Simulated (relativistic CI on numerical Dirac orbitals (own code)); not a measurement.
Radial Dirac CI calculation of Pt I: levels, rates and radial parameters.

Command:

```sh
python run_levels.py task.json out
```

Input:

```
atom Pt  Z=78  charge=0  electrons=78
nucleus A=195  rms_radius_fm=5.4270
hamiltonian dirac-coulomb  breit=on  qed=on  c_scale=1
orbitals kli  potential=per-configuration
slater_scale 0.85
correlation p86
mixing on
configurations
  [Xe] 4f14 5d9 6s
  [Xe] 4f14 5d8 6s2
  [Xe] 4f14 5d10
  [Xe] 4f14 5d8 6s 6p
  [Xe] 4f14 5d9 6p
  [Xe] 4f14 5d9 6d
  [Xe] 4f14 5d9 7s
  [Xe] 4f14 5d7 6s 6p2
  [Xe] 4f14 5d7 6s2 6p
  [Xe] 4f14 5d9 7p
  [Xe] 4f14 5d9 8s
  [Xe] 4f14 5d9 8p
  [Xe] 4f14 5d9 7d
  [Xe] 4f14 5d9 5f
  [Xe] 4f14 5d9 9s
  [Xe] 4f14 5d9 9p
  [Xe] 4f14 5d9 8d
  [Xe] 4f14 5d9 6f
  [Xe] 4f14 5d9 5g
  [Xe] 4f14 5d9 9d
  [Xe] 4f14 5d8 6s 8s
  [Xe] 4f14 5d8 6s 7s
  [Xe] 4f14 5d8 6s 8p
  [Xe] 4f14 5d8 6s 7d
  [Xe] 4f14 5d8 5f 6s
  [Xe] 4f14 5d8 6s 9s
  [Xe] 4f14 5d8 6s 9p
  [Xe] 4f14 5d8 6s 8d
  [Xe] 4f14 5d8 6s 6f
  [Xe] 4f14 5d8 5g 6s
  [Xe] 4f14 5d8 6s 9d
  [Xe] 4f14 5d8 6p2
  [Xe] 4f14 5d8 6s 7p
  [Xe] 4f14 5d8 6s 6d
end
```

Hardware: one thread of Neoverse-V1, on a shared host. Rates were computed among at most 200 levels.

Problem. How large is the problem, and how long does it take?

Solution. 2441 determinants at the lowest M give 2441 levels; 374 SCF iterations in all; about 6.8 s of CPU and 0.19 GiB at the peak.
